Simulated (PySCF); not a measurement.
A calculated (r2SCAN, PySCF 2.14, aug-cc-pwCVTZ, the non-relativistic Hamiltonian (point nucleus)) atom or ion has these occupied shells.

| shell | electrons | orbital energy (eV) | rms radius, mean of both spins (bohr) |
| --- | --- | --- | --- |
| 1s α | 1 | -2091.4 | 0.121 |
| 1s β | 1 | -2090.9 | 0.121 |
| 2s α | 1 | -178.70 | 0.567 |
| 2s β | 1 | -178.31 | 0.567 |
| 2p α | 3 | -128.26 | 0.543 |
| 2p β | 3 | -127.63 | 0.543 |
| 3s α | 1 | -16.698 | 2.01 |
| 3p α | 3 | -7.458 | 2.52 |
| 3p β | 1 | -4.768 | 2.52 |

Question: Name the element and its charge.

Answer: P (phosphorus, neutral), in [Ne] 3s1 3p4, high-spin 4P determinant (an excited configuration).
